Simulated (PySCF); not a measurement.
C₆H₁₂BO₂ (SMILES CC1(C)O[B]OC1(C)C), doublet, at a GFN2-xTB geometry; PBE0/STO-3G (PySCF).

Here is a job for PySCF.
```python
from pyscf import gto, scf, dft

mol = gto.Mole()
mol.atom = '''
    C     1.487109    1.205395   -0.616181
    C     0.774661   -0.074319   -0.170811
    C     1.278228   -1.247321   -1.005151
    O     1.146419   -0.294122    1.210154
    B     0.093936    0.018247    1.998085
    O    -1.028089    0.317107    1.306803
    C    -0.787332    0.071858   -0.098711
    C    -1.537322   -1.215149   -0.451888
    C    -1.367953    1.229892   -0.903367
    H     2.558595    1.065956   -0.492021
    H     1.184620    2.045166    0.004108
    H     1.278370    1.426115   -1.659184
    H     0.923671   -2.194056   -0.610474
    H     2.365032   -1.257414   -0.976972
    H     0.954268   -1.140708   -2.037436
    H    -2.592554   -1.072552   -0.230320
    H    -1.427161   -1.455017   -1.505678
    H    -1.177258   -2.043736    0.152487
    H    -0.978746    2.183358   -0.561010
    H    -1.142171    1.104209   -1.959376
    H    -2.447330    1.241428   -0.773547
'''
mol.basis = 'sto-3g'
mol.charge = 0
mol.spin = 1
mol.verbose = 4
mol.build()

mf = dft.UKS(mol)
mf.xc = 'pbe0'
mf.kernel()
mf.analyze()
```

It wrote (shortened):

```
PySCF version 2.14.0

[INPUT] verbose = 4
[INPUT] num. atoms = 21
[INPUT] num. electrons = 69
[INPUT] charge = 0
[INPUT] spin (= nelec alpha-beta = 2S) = 1
[INPUT] symmetry False subgroup None
[INPUT] Mole.unit = angstrom
[INPUT] Symbol           X                Y                Z      unit          X                Y                Z       unit  Magmom
[...]
nuclear repulsion = 488.70753034008
number of shells = 39
number of NR pGTOs = 171
number of NR cGTOs = 57
basis = sto-3g
ecp = {}

******** <class 'pyscf.dft.uks.UKS'> ********
method = UKS
initial guess = minao
damping factor = 0
level_shift factor = 0
DIIS = <class 'pyscf.scf.diis.CDIIS'>
diis_start_cycle = 1
diis_space = 8
diis_damp = 0
SCF conv_tol = 1e-09
SCF conv_tol_grad = None
SCF max_cycles = 50
direct_scf = True
direct_scf_tol = 1e-13
number electrons alpha = 35  beta = 34
XC library pyscf.dft.libxc version 7.1.2
    S. Lehtola, C. Steigemann, M. J. T. Oliveira, and M. A. L. Marques,  SoftwareX 7, 1–5 (2018)
XC functionals = pbe0
    C. Adamo and V. Barone,  J. Chem. Phys. 110, 6158 (1999)
    M. Ernzerhof and G. E. Scuseria,  J. Chem. Phys. 110, 5029 (1999)
radial grids:
    Treutler-Ahlrichs [JCP 102, 346 (1995); DOI:10.1063/1.469408] (M4) radial grids

becke partition: Becke, JCP 88, 2547 (1988); DOI:10.1063/1.454033
pruning grids: <function nwchem_prune>
grids dens level: 3
symmetrized grids: False
atomic radii adjust function: <function treutler_atomic_radii_adjust>
small_rho_cutoff = 0
Set gradient conv threshold to 3.16228e-05
tot grids = 244616
init E= -406.797032528061

cycle= 1 E= -405.42159822707  delta_E= 1.38  |g|= 0.468  |ddm|= 4.07
cycle= 2 E= -405.39005062219  delta_E= 0.0315  |g|= 0.564  |ddm|= 1.26
cycle= 3 E= -405.569492066457  delta_E= -0.179  |g|= 0.024  |ddm|= 0.658
cycle= 4 E= -405.56990290685  delta_E= -0.000411  |g|= 0.0124  |ddm|= 0.0525
cycle= 5 E= -405.570009858223  delta_E= -0.000107  |g|= 0.00259  |ddm|= 0.0195
cycle= 6 E= -405.570018461671  delta_E= -8.6e-06  |g|= 0.00086  |ddm|= 0.00615
cycle= 7 E= -405.570019817457  delta_E= -1.36e-06  |g|= 0.000343  |ddm|= 0.00293
cycle= 8 E= -405.570019932541  delta_E= -1.15e-07  |g|= 0.000101  |ddm|= 0.000763
cycle= 9 E= -405.570019944134  delta_E= -1.16e-08  |g|= 1.49e-05  |ddm|= 0.000241
cycle= 10 E= -405.570019944504  delta_E= -3.7e-10  |g|= 4.24e-06  |ddm|= 4.53e-05
Extra cycle  E= -405.570019944527  delta_E= -2.25e-11  |g|= 3.09e-06  |ddm|= 1.14e-05
[...]
converged SCF energy = -405.570019944527  <S^2> = 0.75470177  2S+1 = 2.0046963
Total Energy =                        -405.570019944526848
[...]
spin_pop of  16 H 1s        0.00156
spin_pop of  17 H 1s        0.00028
spin_pop of  18 H 1s        0.00045
spin_pop of  19 H 1s        0.00210
spin_pop of  20 H 1s        0.00038
 ** Mulliken Spin Density (per atom)  **
spin density of  0 C =     -0.00319
spin density of  1 C =      0.04690
spin density of  2 C =     -0.00296
spin density of  3 O =     -0.02933
spin density of  4 B =      0.96693
spin density of  5 O =     -0.02933
spin density of  6 C =      0.04690
spin density of  7 C =     -0.00319
spin density of  8 C =     -0.00296
spin density of  9 H =      0.00034
spin density of  10 H =      0.00028
spin density of  11 H =      0.00156
spin density of  12 H =      0.00045
spin density of  13 H =      0.00038
spin density of  14 H =      0.00210
spin density of  15 H =      0.00034
spin density of  16 H =      0.00156
spin density of  17 H =      0.00028
spin density of  18 H =      0.00045
spin density of  19 H =      0.00210
spin density of  20 H =      0.00038
 ** Mulliken pop alpha/beta on meta-lowdin orthogonal AOs **
 ** Mulliken pop       alpha | beta **
In total            35.00000 | 34.00000
 ** Mulliken atomic charges   ( Nelec_alpha | Nelec_beta ) **
charge of  0C =     -0.16041  (     3.07861      3.08180 )
charge of  1C =      0.10493  (     2.97099      2.92408 )
charge of  2C =     -0.15940  (     3.07822      3.08118 )
charge of  3O =     -0.11436  (     4.04251      4.07185 )
charge of  4B =     -0.00673  (     2.98683      2.01990 )
charge of  5O =     -0.11435  (     4.04251      4.07184 )
charge of  6C =      0.10493  (     2.97099      2.92409 )
charge of  7C =     -0.16041  (     3.07861      3.08180 )
charge of  8C =     -0.15940  (     3.07822      3.08118 )
charge of  9H =      0.05726  (     0.47154      0.47120 )
charge of  10H =      0.05340  (     0.47344      0.47316 )
charge of  11H =      0.05373  (     0.47392      0.47235 )
charge of  12H =      0.05694  (     0.47175      0.47131 )
charge of  13H =      0.05764  (     0.47137      0.47099 )
charge of  14H =      0.05363  (     0.47424      0.47214 )
charge of  15H =      0.05726  (     0.47154      0.47120 )
charge of  16H =      0.05373  (     0.47392      0.47235 )
charge of  17H =      0.05340  (     0.47344      0.47316 )
charge of  18H =      0.05694  (     0.47175      0.47131 )
charge of  19H =      0.05363  (     0.47424      0.47214 )
charge of  20H =      0.05765  (     0.47137      0.47099 )
Dipole moment(X, Y, Z, Debye): -0.10158, -0.01971, -2.15973
```
